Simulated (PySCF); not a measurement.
formamide (CH$_{3}$NO), singlet, at a GFN2-xTB geometry; PBE/6-311G** (PySCF).

Here is a job for PySCF.
```python
from pyscf import gto, scf, dft

mol = gto.M(
    atom='''
N    -1.05641616    0.21385327    0.11334147
C     0.27617595    0.30708658   -0.05688787
O     1.03166666   -0.62674585   -0.07930566
H    -1.46659335   -0.69896438    0.23212765
H    -1.65672911    1.01799139    0.12649041
H     0.60784657    1.35544742   -0.17623582
''',
    basis='6-311g**',
    verbose=4,
)

mf = dft.RKS(mol)
mf.xc = 'pbe'
mf.diis = False
mf.max_cycle = 100
mf.kernel()
mf.analyze()
```

The log (banner, timings and long lists left out):

```
PySCF version 2.14.0

[INPUT] verbose = 4
[INPUT] num. atoms = 6
[INPUT] num. electrons = 24
[INPUT] charge = 0
[INPUT] spin (= nelec alpha-beta = 2S) = 0
[INPUT] symmetry False subgroup None
[INPUT] Mole.unit = angstrom
[INPUT] Symbol           X                Y                Z      unit          X                Y                Z       unit  Magmom
[...]
nuclear repulsion = 71.7376103920382
number of shells = 36
number of NR pGTOs = 117
number of NR cGTOs = 72
basis = 6-311g**
ecp = {}

******** <class 'pyscf.dft.rks.RKS'> ********
method = RKS
initial guess = minao
damping factor = 0
level_shift factor = 0
DIIS disabled
SCF conv_tol = 1e-09
SCF conv_tol_grad = None
SCF max_cycles = 100
direct_scf = True
direct_scf_tol = 1e-13
XC library pyscf.dft.libxc version 7.1.2
    S. Lehtola, C. Steigemann, M. J. T. Oliveira, and M. A. L. Marques,  SoftwareX 7, 1–5 (2018)
XC functionals = pbe
    J. P. Perdew, K. Burke, and M. Ernzerhof,  Phys. Rev. Lett. 77, 3865 (1996)
    J. P. Perdew, K. Burke, and M. Ernzerhof,  Phys. Rev. Lett. 78, 1396 (1997)
    J. P. Perdew, K. Burke, and M. Ernzerhof,  Phys. Rev. Lett. 77, 3865 (1996)
    J. P. Perdew, K. Burke, and M. Ernzerhof,  Phys. Rev. Lett. 78, 1396 (1997)
radial grids:
    Treutler-Ahlrichs [JCP 102, 346 (1995); DOI:10.1063/1.469408] (M4) radial grids

becke partition: Becke, JCP 88, 2547 (1988); DOI:10.1063/1.454033
pruning grids: <function nwchem_prune>
grids dens level: 3
symmetrized grids: False
atomic radii adjust function: <function treutler_atomic_radii_adjust>
small_rho_cutoff = 0
Set gradient conv threshold to 3.16228e-05
Initial guess from minao.
tot grids = 71528
init E= -170.088344034234
[...]
cycle= 1 E= -169.590959190481  delta_E= 0.497  |g|= 0.908  |ddm|= 1.86
[...]
cycle= 2 E= -167.460050876966  delta_E= 2.13  |g|=  2.9  |ddm|= 5.21
[...]
cycle= 3 E= -163.518598858603  delta_E= 3.94  |g|= 5.81  |ddm|= 6.31
[...]
cycle= 4 E= -140.602185660281  delta_E= 22.9  |g|= 6.93  |ddm|= 15.6
[...]
cycle= 5 E= -125.560049761646  delta_E=   15  |g|=   13  |ddm|= 20.1
[...]
cycle= 6 E= -119.340449435778  delta_E= 6.22  |g|= 11.7  |ddm|= 17.3
[...]
cycle= 7 E= -126.353505813228  delta_E= -7.01  |g|= 12.7  |ddm|= 16.9
[...]
cycle= 8 E= -118.248524372644  delta_E=  8.1  |g|= 11.8  |ddm|= 17.7
[...]
cycle= 9 E= -126.732264036469  delta_E= -8.48  |g|= 12.5  |ddm|= 17.7
[...]
cycle= 10 E= -118.028188722671  delta_E=  8.7  |g|= 11.7  |ddm|=   18
[...]
cycle= 11 E= -126.899812946701  delta_E= -8.87  |g|= 12.5  |ddm|=   18
[...]
cycle= 12 E= -117.922317189356  delta_E= 8.98  |g|= 11.7  |ddm|= 18.1
[...]
cycle= 13 E= -127.066695826003  delta_E= -9.14  |g|= 12.4  |ddm|= 18.1
[...]
cycle= 14 E= -117.828790876865  delta_E= 9.24  |g|= 11.7  |ddm|= 18.2
[...]
cycle= 15 E= -127.391943156238  delta_E= -9.56  |g|= 12.4  |ddm|= 18.1
[...]
cycle= 16 E= -117.685722197903  delta_E= 9.71  |g|= 11.7  |ddm|= 18.4
[...]
cycle= 17 E= -128.358760966976  delta_E= -10.7  |g|= 12.4  |ddm|= 17.9
[...]
cycle= 18 E= -117.497627474712  delta_E= 10.9  |g|= 11.6  |ddm|= 18.5
[...]
cycle= 19 E= -129.129874670662  delta_E= -11.6  |g|= 12.3  |ddm|= 18.3
[...]
cycle= 20 E= -117.58658672824  delta_E= 11.5  |g|= 11.4  |ddm|= 18.4
[...]
cycle= 21 E= -129.332097092395  delta_E= -11.7  |g|= 12.3  |ddm|= 18.4
[...]
cycle= 22 E= -117.628653333686  delta_E= 11.7  |g|= 11.4  |ddm|= 18.4
[...]
cycle= 23 E= -129.368161943069  delta_E= -11.7  |g|= 12.3  |ddm|= 18.4
[...]
cycle= 24 E= -117.636398180096  delta_E= 11.7  |g|= 11.4  |ddm|= 18.4
[...]
cycle= 25 E= -129.374016810956  delta_E= -11.7  |g|= 12.3  |ddm|= 18.4
[...]
cycle= 26 E= -117.637668394096  delta_E= 11.7  |g|= 11.4  |ddm|= 18.4
[...]
cycle= 27 E= -129.374956910203  delta_E= -11.7  |g|= 12.3  |ddm|= 18.4
[...]
cycle= 28 E= -117.637872947029  delta_E= 11.7  |g|= 11.4  |ddm|= 18.4
[...]
cycle= 29 E= -129.375107665721  delta_E= -11.7  |g|= 12.3  |ddm|= 18.4
[...]
cycle= 30 E= -117.637905773873  delta_E= 11.7  |g|= 11.4  |ddm|= 18.4
[...]
[...]
[...]
cycle= 60 E= -117.637912043479  delta_E= 11.7  |g|= 11.4  |ddm|= 18.4
[...]
cycle= 61 E= -129.375136452906  delta_E= -11.7  |g|= 12.3  |ddm|= 18.4
[...]
cycle= 62 E= -117.637912043479  delta_E= 11.7  |g|= 11.4  |ddm|= 18.4
[...]
cycle= 63 E= -129.375136452907  delta_E= -11.7  |g|= 12.3  |ddm|= 18.4
[...]
cycle= 64 E= -117.63791204348  delta_E= 11.7  |g|= 11.4  |ddm|= 18.4
[...]
cycle= 65 E= -129.375136452907  delta_E= -11.7  |g|= 12.3  |ddm|= 18.4
[...]
cycle= 66 E= -117.637912043479  delta_E= 11.7  |g|= 11.4  |ddm|= 18.4
[...]
cycle= 67 E= -129.375136452907  delta_E= -11.7  |g|= 12.3  |ddm|= 18.4
[...]
cycle= 68 E= -117.63791204348  delta_E= 11.7  |g|= 11.4  |ddm|= 18.4
[...]
cycle= 69 E= -129.375136452907  delta_E= -11.7  |g|= 12.3  |ddm|= 18.4
[...]
cycle= 70 E= -117.63791204348  delta_E= 11.7  |g|= 11.4  |ddm|= 18.4
[...]
cycle= 71 E= -129.375136452907  delta_E= -11.7  |g|= 12.3  |ddm|= 18.4
[...]
cycle= 72 E= -117.63791204348  delta_E= 11.7  |g|= 11.4  |ddm|= 18.4
[...]
cycle= 73 E= -129.375136452907  delta_E= -11.7  |g|= 12.3  |ddm|= 18.4
[...]
cycle= 74 E= -117.637912043479  delta_E= 11.7  |g|= 11.4  |ddm|= 18.4
[...]
cycle= 75 E= -129.375136452907  delta_E= -11.7  |g|= 12.3  |ddm|= 18.4
[...]
cycle= 76 E= -117.63791204348  delta_E= 11.7  |g|= 11.4  |ddm|= 18.4
[...]
cycle= 77 E= -129.375136452907  delta_E= -11.7  |g|= 12.3  |ddm|= 18.4
[...]
cycle= 78 E= -117.637912043479  delta_E= 11.7  |g|= 11.4  |ddm|= 18.4
[...]
cycle= 79 E= -129.375136452907  delta_E= -11.7  |g|= 12.3  |ddm|= 18.4
[...]
cycle= 80 E= -117.637912043479  delta_E= 11.7  |g|= 11.4  |ddm|= 18.4
[...]
cycle= 81 E= -129.375136452907  delta_E= -11.7  |g|= 12.3  |ddm|= 18.4
[...]
cycle= 82 E= -117.637912043479  delta_E= 11.7  |g|= 11.4  |ddm|= 18.4
[...]
cycle= 83 E= -129.375136452907  delta_E= -11.7  |g|= 12.3  |ddm|= 18.4
[...]
cycle= 84 E= -117.63791204348  delta_E= 11.7  |g|= 11.4  |ddm|= 18.4
[...]
cycle= 85 E= -129.375136452907  delta_E= -11.7  |g|= 12.3  |ddm|= 18.4
[...]
cycle= 86 E= -117.63791204348  delta_E= 11.7  |g|= 11.4  |ddm|= 18.4
[...]
cycle= 87 E= -129.375136452907  delta_E= -11.7  |g|= 12.3  |ddm|= 18.4
[...]
cycle= 88 E= -117.637912043478  delta_E= 11.7  |g|= 11.4  |ddm|= 18.4
[...]
cycle= 89 E= -129.375136452906  delta_E= -11.7  |g|= 12.3  |ddm|= 18.4
[...]
cycle= 90 E= -117.63791204348  delta_E= 11.7  |g|= 11.4  |ddm|= 18.4
[...]
cycle= 91 E= -129.375136452907  delta_E= -11.7  |g|= 12.3  |ddm|= 18.4
[...]
cycle= 92 E= -117.637912043479  delta_E= 11.7  |g|= 11.4  |ddm|= 18.4
[...]
cycle= 93 E= -129.375136452907  delta_E= -11.7  |g|= 12.3  |ddm|= 18.4
[...]
cycle= 94 E= -117.637912043479  delta_E= 11.7  |g|= 11.4  |ddm|= 18.4
[...]
cycle= 95 E= -129.375136452907  delta_E= -11.7  |g|= 12.3  |ddm|= 18.4
[...]
cycle= 96 E= -117.637912043479  delta_E= 11.7  |g|= 11.4  |ddm|= 18.4
[...]
cycle= 97 E= -129.375136452907  delta_E= -11.7  |g|= 12.3  |ddm|= 18.4
[...]
cycle= 98 E= -117.63791204348  delta_E= 11.7  |g|= 11.4  |ddm|= 18.4
[...]
cycle= 99 E= -129.375136452907  delta_E= -11.7  |g|= 12.3  |ddm|= 18.4
[...]
cycle= 100 E= -117.63791204348  delta_E= 11.7  |g|= 11.4  |ddm|= 18.4
SCF not converged.
SCF energy = -117.63791204348
**** SCF Summaries ****
Total Energy =                        -117.637912043479673
Nuclear Repulsion Energy =              71.737610392038221
One-electron Energy =                 -345.645502050243977
Two-electron Energy =                  156.269979614726083
Two-electron Coulomb Energy =          180.542668357626809
DFT Exchange-Correlation Energy =      -24.272688742900723
HOMO-LUMO gap [eV] =                     2.329530447588490
**** MO energy ****
[...]
 ** Mulliken pop on meta-lowdin orthogonal AOs  **
 ** Mulliken pop  **
 ** Mulliken atomic charges  **
charge of    0N =     -6.90327
charge of    1C =      3.52632
charge of    2O =      5.98838
charge of    3H =     -1.18941
charge of    4H =     -2.35480
charge of    5H =      0.93278
Dipole moment(X, Y, Z, Debye): 109.26985, -25.81233, -11.44617
```

Convergence was not reached.
